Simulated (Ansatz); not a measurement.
CH5GeNS, SMILES `N=[CH][GeH2][SH]`. Total charge 0; spin multiplicity 1. The structure was optimised at the PBE0-D4/def2-TZVP level. It is one conformer, not always the lowest.

```xyz
9

N     0.430    1.913    0.074
C     0.800    0.704    0.099
Ge   -0.510   -0.674    0.592
S    -0.692   -2.115   -1.097
H     1.190    2.535   -0.214
H     1.815    0.376   -0.169
H     0.003   -1.533    1.758
H    -1.852   -0.003    0.909
H    -1.184   -1.203   -1.951
```

Question: What is the dipole moment at PBE/def2-TZVPP? (Estimate.)

Answer: Ansatz gave: 1.56 D, with components (1.41, 0.66, -0.07) D in this frame, pointing from negative to positive charge.

Question: And with r2SCAN, B3LYP, ωB97M-V? (An estimate is asked.)

Answer: The calculation gave: r2SCAN 1.59 D, B3LYP 1.57 D, ωB97M-V 1.59 D.

Question: Give the Mulliken charges with PBE, B3LYP, ωB97M-V in def2-TZVPP. (Estimate.)

Answer: Ansatz gave: 
| atom | PBE | B3LYP | ωB97M-V |
| --- | --- | --- | --- |
| N1 | -0.21 | -0.23 | -0.22 |
| C2 | -0.12 | -0.13 | -0.13 |
| Ge3 | 0.30 | 0.32 | 0.23 |
| S4 | -0.32 | -0.32 | -0.31 |
| H5 | 0.16 | 0.15 | 0.13 |
| H6 | 0.07 | 0.09 | 0.10 |
| H7 | 0.00 | 0.00 | 0.03 |
| H8 | 0.01 | 0.01 | 0.04 |
| H9 | 0.12 | 0.11 | 0.12 |

B3LYP here is the variant with VWN-RPA as its local correlation; programs differ in this.
